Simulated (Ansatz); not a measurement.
A single point on ClF₂HSeZr (`[F][Zr]([F])([Cl])[SeH]`).

```yaml
crystal:
  periodic: [false, false, false]
  atoms:
    - {symbol: F, position_ang: [-0.503273, -1.059128, 1.600897]}
    - {symbol: Zr, position_ang: [0.318755, -0.503384, -0.001914]}
    - {symbol: F, position_ang: [2.160706, -0.888811, -0.038889]}
    - {symbol: Cl, position_ang: [-0.756053, -1.550335, -1.791947]}
    - {symbol: Se, position_ang: [0.086081, 2.045307, -0.193471]}
    - {symbol: H, position_ang: [-1.264117, 1.892351, 0.379124]}
basis:
  gaussian: {orbitals: def2-TZVPP}
hamiltonian: {xc: pbe}
correlation: {method: rpa}
```

```sh
$ ansatz run in.yaml --threads 4 --pin off --events-out ev --progress --plain --max-ram 10444MiB
```

Shortened log:

```
Functional definition: PBE
1446 factors; integrals over basis functions are off by at most 9.4e-4 eV
mean field evaluation 1: about -84589.6793 eV, gradient 5.7e1 eV
mean field evaluation 2: about -84589.6694 eV, gradient 5.7e1 eV
mean field evaluation 4: about -84593.3201 eV, gradient 2.2e1 eV
mean field evaluation 8: about -84594.5420 eV, gradient 4.8e-1 eV
mean field evaluation 16: about -84594.5420 eV, gradient 2.1e-3 eV
mean field -84594.54195026 eV, -3108.7920764320 hartree, gradient 1.9e-6 eV, S^2 0.000000; 0 other end points of the search recorded, 0 dependent functions left out
16 core orbitals not correlated: weight in the atoms' cores, before any rotation towards them, 1.000 or more for the frozen orbitals, at most 0.000 for the correlated occupied ones
reference -84509.22952782 eV, -3105.6569027342 hartree; 25, 25 occupied and 181, 181 virtual orbitals, 1446 factors
Total energy: -84562.99089217 eV, -3107.6325964332 hartree
```

Run time 7 s (4 threads of an Arm Neoverse V1 on a shared host); peak host memory 0.53 GiB.
